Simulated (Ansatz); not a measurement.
The same path of FH4MgOSi (8 atoms, charge 1, multiplicity 1) was run twice with different band settings. The coordinate that changes most is the dihedral H6–O1–Si2–H8.

All numbers below come from RKS BLYP-D4/def2-SVP (Ansatz).

Relaxed end points:

```xyz
8
Properties=species:S:1:pos:R:3
O -0.855 0.105 -0.364
Si 0.457 0.606 0.864
Mg 1.674 -1.485 -0.103
F 0.339 -1.790 -1.331
H -1.590 0.652 -0.716
H -0.559 -0.717 -0.960
H 0.813 1.999 0.445
H -0.279 0.630 2.166
```

```xyz
8
Properties=species:S:1:pos:R:3
O -0.787 0.194 -0.465
Si 0.471 0.625 0.842
Mg 1.728 -1.412 -0.185
F 0.353 -1.773 -1.352
H -0.531 -0.681 -1.001
H -1.728 0.470 -0.510
H 0.797 2.055 0.551
H -0.304 0.521 2.119
```

Common settings: movable images 5; climbing image yes; spring 5.0 eV/Å²; optimiser quadratic models (default); start path IDPP; iteration limit 60; end points relaxed.

| run | force threshold |
| --- | --- |
| 1 | 0.03 eV/Å |
| 2 | 0.2 eV/Å |

(1) What does each run give, and how far can it be trusted?

Results:

(1) Run 1: converged after 41 iterations, highest image 0.311 eV above the first end. The profile has 2 maxima (images 1, 4) with wells between them (image 2): this band takes more than one step, which may be the mechanism or a detour left from its start path. A vibrational analysis at the climbing image gives one clearly imaginary mode, 83i cm⁻¹: a first-order saddle point.
Run 2: converged after 6 iterations, highest image 0.379 eV above the first end. The threshold of 0.2 eV/Å is loose, so the images may lie well off the minimum-energy path. The order of the stationary point at the top wasn't checked.
Limits of this set-up: the dipole of an ion depends on the origin.
